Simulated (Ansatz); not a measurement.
AlSiOF₂H₃⁺, that is (F)2Al-O-SiH3 with one electron fewer. The state is a doublet with charge 1. Geometry PBE0-D4/def2-SVP; atoms count from 1.

| atom | x (Å) | y (Å) | z (Å) |
| --- | --- | --- | --- |
| Al1 | -0.4234 | -1.9204 | -0.1052 |
| F2 | -1.2516 | -2.5050 | 1.1708 |
| F3 | 0.1997 | -2.6413 | -1.4275 |
| O4 | -0.1306 | -0.1960 | -0.0417 |
| Si5 | 0.0926 | 1.3725 | -0.0373 |
| H6 | 0.7877 | 1.8613 | 1.2930 |
| H7 | -0.8911 | 2.2810 | -0.6451 |
| H8 | 1.6167 | 1.7479 | -0.2070 |

**Question.** Estimate the Mulliken populations from the PBE0/def2-TZVP orbitals of Ansatz.

**Answer.** 
| atom | charge (e) | spin (α − β) |
| --- | --- | --- |
| Al1 | 0.89 | 0.00 |
| F2 | -0.26 | 0.00 |
| F3 | -0.27 | 0.00 |
| O4 | -0.26 | 0.13 |
| Si5 | 0.33 | 0.22 |
| H6 | 0.22 | 0.33 |
| H7 | 0.13 | -0.02 |
| H8 | 0.22 | 0.33 |
Mulliken values and Mayer orders depend strongly on the basis.

**Question.** Where does the spin sit?

**Answer.** Summed by element: Al 0.00, F 0.00, O 0.13, Si 0.22, H 0.65, of 1 unpaired in all. Largest on single atoms: H6 0.33, H8 0.33, Si5 0.22.

**Question.** And the Mayer bond orders between bonded heavy atoms (over 0.3)?

**Answer.** Al1–F2 1.23 (1.63 Å); Al1–F3 1.23 (1.63 Å); Al1–O4 0.90 (1.75 Å); O4–Si5 1.54 (1.58 Å).
